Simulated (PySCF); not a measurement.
PySCF job for C3H12Si3, SMILES C=CC([SiH3])([SiH3])[SiH3], TDA-ωB97X/def2-SVPD. The structure is a stationary point at PBE-D3(BJ)/def2-SVP. The structure was generated by enumeration, and PubChem lists no compound with its InChIKey, so it may never have been made. Other conformers were not sampled.

```python
import numpy as np
from pyscf import gto, scf, dft, tdscf

mol = gto.M(
    atom='''
    C     2.23239427   -1.33228060   -0.00000002
    C     0.88413004   -1.31283879   -0.00000002
    C    -0.01916163   -0.10214797   -0.00000000
    Si   -1.13952082   -0.18863431    1.54908312
    Si    0.89795149    1.57071332    0.00000002
    Si   -1.13952082   -0.18863428   -1.54908313
    H     2.78070352   -2.28641245   -0.00000003
    H     2.84119848   -0.41304424   -0.00000001
    H     0.36025170   -2.28962933   -0.00000003
    H    -2.15972512    0.91744502    1.52353306
    H    -1.85507688   -1.51383243    1.57080138
    H    -0.30490126   -0.06566759    2.79462141
    H     1.76393881    1.70517452    1.22399247
    H    -0.11953870    2.67822488    0.00000004
    H     1.76393880    1.70517456   -1.22399243
    H    -1.85507688   -1.51383239   -1.57080141
    H    -0.30490127   -0.06566752   -2.79462141
    H    -2.15972513    0.91744506   -1.52353303
    ''',
    basis='def2-SVPD',
    charge=0,
    spin=0,
    symmetry=True,
    max_memory=1600,
    verbose=4,
)
mf = dft.RKS(mol, xc='wb97x').density_fit(auxbasis='def2-universal-jkfit')
mf.grids.level = 3
mf.conv_tol = 1e-9
mf.max_cycle = 100
mf.kernel()
mf.grids = dft.Grids(mol).set(level=1).build(with_non0tab=True)  # coarser grid for the response kernel
td = tdscf.TDA(mf)
td.singlet = True
td.nstates = 6
td.conv_tol = 1e-4
td.positive_eig_threshold = 1e-6
td.kernel(x0=td.get_init_guess(mf, 11))
td.analyze()
tt = tdscf.TDA(mf)
tt.singlet = False
tt.nstates = 2
tt.conv_tol = 1e-4
tt.positive_eig_threshold = 1e-6
tt.kernel(x0=tt.get_init_guess(mf, 7))
tt.analyze(verbose=3)
```

Output:

```
PySCF version 2.14.0

[INPUT] verbose = 4
[INPUT] num. atoms = 18
[INPUT] num. electrons = 72
[INPUT] charge = 0
[INPUT] spin (= nelec alpha-beta = 2S) = 0
[INPUT] symmetry True subgroup None
[INPUT] Mole.unit = angstrom
[INPUT] Symbol           X                Y                Z      unit          X                Y                Z       unit  Magmom
[INPUT]  1 C      2.232394270000  -1.332280600000  -0.000000020000 AA    4.218613772348  -2.517645455071  -0.000000037795 Bohr   0.0
[INPUT]  2 C      0.884130040000  -1.312838790000  -0.000000020000 AA    1.670763634101  -2.480905758805  -0.000000037795 Bohr   0.0
[INPUT]  3 C     -0.019161630000  -0.102147970000   0.000000000000 AA   -0.036210232800  -0.193031687480   0.000000000000 Bohr   0.0
[INPUT]  4 Si    -1.139520820000  -0.188634310000   1.549083120000 AA   -2.153382263040  -0.356467183596   2.927342840987 Bohr   0.0
[INPUT]  5 Si     0.897951490000   1.570713320000   0.000000020000 AA    1.696882389245   2.968217995006   0.000000037795 Bohr   0.0
[INPUT]  6 Si    -1.139520820000  -0.188634280000  -1.549083130000 AA   -2.153382263040  -0.356467126905  -2.927342859884 Bohr   0.0
[INPUT]  7 H      2.780703520000  -2.286412450000  -0.000000030000 AA    5.254768086414  -4.320693338296  -0.000000056692 Bohr   0.0
[INPUT]  8 H      2.841198480000  -0.413044240000  -0.000000010000 AA    5.369086992731  -0.780540490929  -0.000000018897 Bohr   0.0
[INPUT]  9 H      0.360251700000  -2.289629330000  -0.000000030000 AA    0.680777048909  -4.326772360471  -0.000000056692 Bohr   0.0
[INPUT] 10 H     -2.159725120000   0.917445020000   1.523533060000 AA   -4.081288981143   1.733719822146   2.879060225121 Bohr   0.0
[INPUT] 11 H     -1.855076880000  -1.513832430000   1.570801380000 AA   -3.505587243213  -2.860728691185   2.968384404289 Bohr   0.0
[INPUT] 12 H     -0.304901260000  -0.065667590000   2.794621410000 AA   -0.576179876435  -0.124093760360   5.281069086746 Bohr   0.0
[INPUT] 13 H      1.763938810000   1.705174520000   1.223992470000 AA    3.333361251391   3.222312837387   2.313010546830 Bohr   0.0
[INPUT] 14 H     -0.119538700000   2.678224880000   0.000000040000 AA   -0.225895404287   5.061111523196   0.000000075589 Bohr   0.0
[INPUT] 15 H      1.763938800000   1.705174560000  -1.223992430000 AA    3.333361232494   3.222312912976  -2.313010471241 Bohr   0.0
[INPUT] 16 H     -1.855076880000  -1.513832390000  -1.570801410000 AA   -3.505587243213  -2.860728615596  -2.968384460981 Bohr   0.0
[INPUT] 17 H     -0.304901270000  -0.065667520000  -2.794621410000 AA   -0.576179895332  -0.124093628079  -5.281069086746 Bohr   0.0
[INPUT] 18 H     -2.159725130000   0.917445060000  -1.523533030000 AA   -4.081289000041   1.733719897735  -2.879060168429 Bohr   0.0

nuclear repulsion = 437.396331647859
point group symmetry = Cs
symmetry origin: [ 1.31230993e-09  3.93692959e-09 -2.36215779e-09]
symmetry axis x: [1.00000000e+00 8.59020429e-10 1.03806806e-09]
symmetry axis y: [ 8.59020411e-10 -1.00000000e+00  1.73617920e-08]
symmetry axis z: [-1.03806807e-09  1.73617916e-08  1.00000000e+00]
num. orbitals of irrep A' = 139
num. orbitals of irrep A" = 89
number of shells = 102
number of NR pGTOs = 336
number of NR cGTOs = 228
basis = def2-SVPD
ecp = {}


******** <class 'pyscf.df.df_jk.DFSymAdaptedRKS'> ********
method = DFSymAdaptedRKS
initial guess = minao
damping factor = 0
level_shift factor = 0
DIIS = <class 'pyscf.scf.diis.CDIIS'>
diis_start_cycle = 1
diis_space = 8
diis_damp = 0
SCF conv_tol = 1e-09
SCF conv_tol_grad = None
SCF max_cycles = 100
direct_scf = False
XC library pyscf.dft.libxc version 7.1.2
    S. Lehtola, C. Steigemann, M. J. T. Oliveira, and M. A. L. Marques,  SoftwareX 7, 1–5 (2018)
XC functionals = wb97x
    J.-D. Chai and M. Head-Gordon,  J. Chem. Phys. 128, 084106 (2008)
radial grids:
    Treutler-Ahlrichs [JCP 102, 346 (1995); DOI:10.1063/1.469408] (M4) radial grids

becke partition: Becke, JCP 88, 2547 (1988); DOI:10.1063/1.454033
pruning grids: <function nwchem_prune>
grids dens level: 3
symmetrized grids: True
atomic radii adjust function: <function treutler_atomic_radii_adjust>
small_rho_cutoff = 0
Freeze 0 electrons in irreps []
    72 free electrons in irreps A' A"
Set gradient conv threshold to 3.16228e-05
Initial guess from minao.
tot grids = 217592
******** <class 'pyscf.df.df.DF'> ********
auxbasis = def2-universal-jkfit
Create RSH-DF object <pyscf.df.df.DF object> for omega=0.3
******** <class 'pyscf.df.df.DF'> ********
auxbasis = auxmol.basis = def2-universal-jkfit
init E= -989.644105061318
HOMO (A") = -0.271423468119822  LUMO (A") = -0.0256563009622841  gap/eV = 6.68767
cycle= 1 E= -989.552176487633  delta_E= 0.0919  |g|= 0.283  |ddm|= 5.64
HOMO (A") = -0.344014137087642  LUMO (A") = 0.0574889501123454  gap/eV = 10.92546
cycle= 2 E= -989.580168826373  delta_E= -0.028  |g|= 0.121  |ddm|= 1.21
HOMO (A") = -0.358551519796613  LUMO (A") = 0.0545896406683344  gap/eV = 11.24214
cycle= 3 E= -989.58427332321  delta_E= -0.0041  |g|= 0.0504  |ddm|= 0.41
HOMO (A") = -0.351865439375153  LUMO (A") = 0.0605883143600088  gap/eV = 11.22344
cycle= 4 E= -989.585030166866  delta_E= -0.000757  |g|= 0.0158  |ddm|= 0.151
HOMO (A") = -0.352042719369209  LUMO (A") = 0.0607114187783355  gap/eV = 11.23161
cycle= 5 E= -989.585094819221  delta_E= -6.47e-05  |g|= 0.00397  |ddm|= 0.0459
HOMO (A") = -0.352967574391013  LUMO (A") = 0.0600801978200947  gap/eV = 11.23960
cycle= 6 E= -989.585100211135  delta_E= -5.39e-06  |g|= 0.00134  |ddm|= 0.0119
HOMO (A") = -0.352779541636886  LUMO (A") = 0.0602445974531705  gap/eV = 11.23896
cycle= 7 E= -989.585100953593  delta_E= -7.42e-07  |g|= 0.000325  |ddm|= 0.0054
HOMO (A") = -0.352782120103936  LUMO (A") = 0.0602635358921271  gap/eV = 11.23954
cycle= 8 E= -989.585101006038  delta_E= -5.24e-08  |g|= 0.00014  |ddm|= 0.00121
HOMO (A") = -0.352797123298332  LUMO (A") = 0.0602553333544229  gap/eV = 11.23973
cycle= 9 E= -989.585101014852  delta_E= -8.81e-09  |g|= 3.5e-05  |ddm|= 0.000577
HOMO (A") = -0.352796543667088  LUMO (A") = 0.0602564737677764  gap/eV = 11.23975
cycle= 10 E= -989.585101015559  delta_E= -7.07e-10  |g|= 1.05e-05  |ddm|= 0.000182
HOMO (A") = -0.35279770566002  LUMO (A") = 0.0602558028648259  gap/eV = 11.23976
Extra cycle  E= -989.585101015635  delta_E= -7.62e-11  |g|= 5.41e-06  |ddm|= 5.14e-05
converged SCF energy = -989.585101015635
tot grids = 64440
Overwritten attributes  positive_eig_threshold  of <class 'pyscf.tdscf.rks.TDA'>


******** <class 'pyscf.tdscf.rks.TDA'> for <class 'pyscf.df.df_jk.DFSymAdaptedRKS'> ********
nstates = 6 singlet
deg_eia_thresh = 1.000e-03
wfnsym = None
conv_tol = 0.0001
eigh lindep = 1e-12
eigh level_shift = 0
eigh max_cycle = 100


Excitation energies (eV)
[6.85360522 7.1055073  7.30452899 7.58513684 7.79417561 8.00568252]

** Singlet excitation energies and oscillator strengths **
Excited State   1:   A'      6.85361 eV    180.90 nm  f=0.3627
      36 -> 37       -0.67109
Excited State   2:   A"      7.10551 eV    174.49 nm  f=0.0000
      36 -> 38       -0.62542
      36 -> 42        0.21445
      36 -> 49        0.10187
Excited State   3:   A"      7.30453 eV    169.74 nm  f=0.0000
      29 -> 37        0.12913
      35 -> 37        0.66779
Excited State   4:   A"      7.58514 eV    163.46 nm  f=0.0223
      36 -> 38       -0.16994
      36 -> 40        0.49908
      36 -> 42       -0.38413
      36 -> 48        0.16575
Excited State   5:   A"      7.79418 eV    159.07 nm  f=0.0143
      32 -> 37        0.10015
      36 -> 38        0.13163
      36 -> 39        0.19562
      36 -> 40        0.32362
      36 -> 42        0.42702
      36 -> 43       -0.29540
Excited State   6:   A'      8.00568 eV    154.87 nm  f=0.1483
      35 -> 38       -0.15521
      36 -> 41        0.58638
      36 -> 44       -0.24008
      36 -> 47       -0.13783

** Transition electric dipole moments (AU) **
state          X           Y           Z        Dip. S.      Osc.
  1        -1.3586      0.5604      0.0000      2.1598      0.3627
  2        -0.0000      0.0000     -0.0029      0.0000      0.0000
  3         0.0000     -0.0000      0.0023      0.0000      0.0000
  4        -0.0000      0.0000      0.3464      0.1200      0.0223
  5        -0.0000     -0.0000     -0.2736      0.0748      0.0143
  6         0.8690     -0.0288     -0.0000      0.7560      0.1483

** Transition velocity dipole moments (imaginary part, AU) **
state          X           Y           Z        Dip. S.      Osc.
  1        -0.1409      0.1086      0.0000      0.0317      0.0838
  2        -0.0000      0.0000     -0.0020      0.0000      0.0000
  3         0.0000     -0.0000      0.0063      0.0000      0.0001
  4        -0.0000      0.0000      0.0920      0.0085      0.0202
  5        -0.0000     -0.0000     -0.0915      0.0084      0.0195
  6         0.1544     -0.0406     -0.0000      0.0255      0.0578

** Transition magnetic dipole moments (imaginary part, AU) **
state          X           Y           Z
  1        -0.0000     -0.0000      0.8590
  2        -0.8097     -0.6567     -0.0000
  3         0.4382     -0.6703      0.0000
  4        -0.1776      0.2796     -0.0000
  5        -0.0787     -0.1651      0.0000
  6        -0.0000      0.0000     -0.7293


******** <class 'pyscf.tdscf.rks.TDA'> for <class 'pyscf.df.df_jk.DFSymAdaptedRKS'> ********
nstates = 2 triplet
deg_eia_thresh = 1.000e-03
wfnsym = None
conv_tol = 0.0001
eigh lindep = 1e-12
eigh level_shift = 0
eigh max_cycle = 100


Excitation energies (eV)
[4.16368912 6.97669141]

** Triplet excitation energies and oscillator strengths **
Excited State   1:   A'      4.16369 eV    297.77 nm  f=0.0000
Excited State   2:   A"      6.97669 eV    177.71 nm  f=0.0000
```

The run converged.

Cost: about 12 core-minutes (a rough figure).
